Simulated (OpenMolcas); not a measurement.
Cr3+ among 4 point charges of -2.5 e arranged as a tetrahedron (Td), 1.91 Å from the ion.

```json
{
 "Program": "OpenMolcas 26.06",
 "Method": "CASSCF",
 "Basis": "ANO-RCC-VDZP [5s4p2d1f]",
 "Scalar Hamiltonian": "DKH2, point nucleus",
 "Active space": "3 electrons in 5 orbitals (3d)",
 "State averaging": "2S+1 = 4 even, 10 roots; 2S+1 = 2 even, 40 roots",
 "Spin-orbit coupling": "state interaction with AMFI integrals over the reference wave functions"
}
```

(1) What is the spin-free ground state (labels of Td)?

(2) Where is the first state of the same spin?

(3) What are the lowest two levels with spin-orbit coupling?

(4) What is χT at 300 K, and how does it compare with the textbook value?

(5) Which ligand-field parameters describe the states?

Answers

(1) 4T1, 3-fold in its orbital part, 100 % from free-ion F terms; it has the highest spin that d3 allows.

(2) 4T2 at 2100 cm-1 above the ground state.

(3) A 4-fold level Γ8, then a 2-fold level Γ7 60.4 cm-1 above it. Their leading multiplicities are 4 (100 %) and 4 (100 %).

(4) The lowest level has 2S+1 = 4, for which the spin-only value is χT = S(S+1) / 2 = 1.875 cm3 K/mol (g = 2). The computed 1.213 at 300 K differs by -0.662, through orbital momentum, spin-orbit coupling and any other state in reach. With a threefold ground state the orbital momentum is unquenched, so the spin-only value is not expected to hold.

(5) A least-squares ligand-field fit to the states below 45000 cm-1, each weighted by its degeneracy and with a free common offset, gives 10Dq = -2577 cm-1 (negative for this site), B = 1117 cm-1 and C = 4254 cm-1 (C/B = 3.81), with an rms deviation of 85 cm-1. 

An orbital triplet at a regular site is open to Jahn-Teller coupling, which can distort the site and quench the lowest spin-orbit gaps and is left out. Without dynamic correlation the repulsion within the d shell is too large (B by tens of per cent), so at a given field states of lower spin stand too high. The ground term spreads over less than 5000 cm-1, several times less than with real ligands, so orbital moments are less quenched and χT lies further from the spin-only value than at real sites. Point charges carry no covalency, so the field is a model and not that of real ligands. No measured value stands beside these numbers.
